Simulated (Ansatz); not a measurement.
Program: Ansatz. Geometries: PBE0-D4/def2-TZVP. ΔE: electronic, gas phase. CCSD(T)/CBS adds triple-zeta CCSD(T) − MP2 to the extrapolated MP2 energy (def2 sets, frozen cores). Functionals use def2-TZVPP. One conformer a species, not always the lowest.

Reaction (formal exchange of groups at the Si–Si bond): `N[Si@H](F)[Si@@H](N)F` + `BC=C` → `B/C=C\[SiH](N)F` + `N[SiH2]F`

```json
{"level": "PBE-D4", "ΔE (kJ/mol)": "-0.8"}
{"level": "ωB97M-V", "ΔE (kJ/mol)": "-18.1"}
{"level": "r2SCAN", "ΔE (kJ/mol)": "-11.8"}
{"level": "CCSD(T)/def2-TZVPP", "ΔE (kJ/mol)": "-17.8"}
```

Question: What does CCSD(T)/CBS give? (Best estimate.)

Answer: Ansatz gave: -16.4 kJ/mol. The listed levels differ from it by 15.6, -1.7, 4.6, -1.4 kJ/mol.

Largest T1 diagnostic among the species: 0.012.

From PBE to PBE0 (25 % exact exchange), in def2-TZVPP and without D4, ΔE moves by −5.0 kJ/mol.
